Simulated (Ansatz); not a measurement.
Born–Oppenheimer molecular dynamics of CH8AlFN2 (13 atoms, charge 0, multiplicity 1). It starts from a rough guess of a transition structure, not a stationary point.

Theory: UKS B3LYP-D4/STO-3G in Ansatz 0.2.0.

```json
{"ensemble": "NVE (velocity Verlet)", "time step": "0.5 fs", "steps asked": "150", "starting velocities drawn for": "100 K", "seed": "397909"}
```

First frame:

```xyz
13
Properties=species:S:1:pos:R:3
Al -0.010 -0.368 -0.167
N -0.338 1.844 -0.094
C 0.462 -1.062 1.625
N -0.883 -1.067 -1.543
H 0.798 1.429 -0.661
F 1.633 0.637 -1.031
H -0.908 2.324 -0.775
H -0.146 2.462 0.679
H 0.971 -0.289 2.208
H 1.129 -1.925 1.594
H -0.421 -1.364 2.193
H -1.692 -1.672 -1.524
H -0.595 -0.948 -2.505
```

Problem. How far do the bonds stretch over the last three quarters of this one trajectory? (Pairs bonded in most of those frames.)

Solution. 
```tsv
bond	mean (Å)	spread (Å)	shortest	longest
Al1–N2	1.864	0.058	1.78	2.02
Al1–C3	1.934	0.115	1.77	2.12
Al1–N4	1.751	0.061	1.65	1.85
Al1–F6	1.857	0.171	1.50	2.02
N2–H7	1.048	0.034	1.00	1.10
N2–H8	1.048	0.026	1.00	1.09
C3–H9	1.098	0.012	1.07	1.12
C3–H10	1.098	0.006	1.09	1.11
C3–H11	1.099	0.006	1.09	1.11
N4–H12	1.042	0.027	1.00	1.09
N4–H13	1.040	0.013	1.02	1.07
```

Pairs bonded in part of these frames only: Al1–H5 18 %, N2–H5 47 %, H5–F6 28 %.

Mean temperature of the second half: 689 K. The conserved energy stayed within 0.42 meV per atom of its start (net change -0.16 meV per atom), so the integration is sound. The kinetic energy rose, since the run started high on the potential surface and went downhill. A run of 0.075 ps of so small a system gives no equilibrium averages. The orbitals were unrestricted but ended closed-shell. Limits of this set-up: minimal basis.

Time of the run: 8.4 min on 1 thread of Arm Neoverse V2 (shared host), peak memory 0.14 GiB.
